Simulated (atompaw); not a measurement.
# Pseudopotential generation for cobalt (Co): PAW (atompaw), PBE, scalar-relativistic.

cobalt, PAW, made with atompaw 4.2.0.5 (PBE, scalar-relativistic). Core [Ne], reference 3s2 3p6 3d7 4s1.75 4p0.25. Waves: 3s (bound): rc 0.95 bohr; 4s (bound): rc 1.30 bohr; 3p (bound): rc 0.90 bohr; 4p (bound): rc 1.35 bohr; 3d (bound): rc 1.45 bohr; 3d channel at 2.35 Ry: rc 1.45 bohr. Local part: bessel scheme, radius 1.25 bohr. Core correction: smooth core density matched at 0.75 bohr. Augmentation charge: besselshape compensation charge, radius 1.05 bohr; PAW radius 1.45 bohr; waves and projectors: custom rrkj gramschmidtortho.

Poles of the logarithmic derivatives, all-electron (AE) and pseudo (PS). s: poles at -6.9 (AE) and -6.9 (PS) Ry. p: poles at -4.0 (AE) and -4.0 (PS) Ry. d: poles at 0.7 (AE) and 0.7 (PS) Ry. Test radius 1.45 bohr.

* Cutoffs needed: 100 Ry and 180 Ry (the cutoffs (Ry, on a coarse ladder) from which the occupation-weighted sum of valence levels, in a spherical-Bessel basis at the reference potential, stays within 10 and 1 mRy of its value at 400 Ry)
* Ghost test: no extra level below or beside the all-electron valence levels (s, p, d, f tested) (spherical-Bessel basis up to 400 Ry, 20 bohr box)
* Lowest eigenvalue of the overlap operator: 0.07 (p channel)
* Overlap eigenvalues printed by atompaw (projector basis): 0.103, 0.15, 0.23, 5.12, 21.7, 25.7
* Share of each valence orbital outside the PAW sphere: 3s 3 %, 4s 94 %, 3p 5 %, 4p 98 %, 3d 21 %
